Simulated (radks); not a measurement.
Values are calculated unless marked as measured or tabulated.
All-electron atom: Ta+ in [Xe] 4f12.5 5d2 6s1 6p2.5 (fractional occupations, a model configuration). Level of theory: non-relativistic Kohn-Sham, PBE, spin-polarised, spherical densities, point nucleus; open shells are filled with parallel spins first (spin-orbit coupling, left out, can overturn this in heavy ions); relativity is left out, which matters for an element this heavy (a radial shooting solver on a logarithmic mesh with Libxc functionals). Some entries of the table are withheld. Estimate them.

orbital,occ.,eigenvalue (eV),r(max) (bohr),<r> (bohr)
1s up,1,-61997.02,0.01377,0.02075
1s down,1,-61996.97,0.01377,0.02075
2s up,1,-10186.83,0.07505,0.08775
2s down,1,-10186.62,0.07505,0.08774
2p up,3,-9759.039,0.05828,0.07424
2p down,3,-9758.875,0.05828,0.07424
3s up,1,-2342.996,0.2064,0.2232
3s down,1,-2341.799,0.2064,0.2231
3p up,3,-2145.508,0.1946,0.2132
3p down,3,-2144.411,0.1946,0.2132
3d up,5,-1777.354,0.1537,0.1872
3d down,5,-1776.513,0.1537,0.1871
4s up,1,-491.3861,0.4645,0.4970
4s down,1,-489.6178,0.4646,0.4971
4p up,3,-409.2990,0.4656,0.5043
4p down,3,-407.5293,0.4657,0.5044
4d up,5,-260.0253,0.4624,0.5212
4d down,5,-258.2321,0.4626,0.5213
5s up,1,-84.5860,1.057,1.161
5s down,1,-82.5351,1.056,1.159
4f up,7,-66.1237,0.4290,0.5892
4f down,5.5,-64.2404,0.4294,0.5892
5p up,3,-60.0789,1.132,1.270
5p down,3,-57.9424,1.130,1.266
5d up,2,(1),1.387,1.688
5d down,0,(2),1.379,1.666
6s up,1,-15.8720,2.609,2.878
6p up,2.5,-10.6166,3.009,3.368

Answer. 
(1) 5d up eigenvalue (eV): -22.8363
(2) 5d down eigenvalue (eV): -20.4130
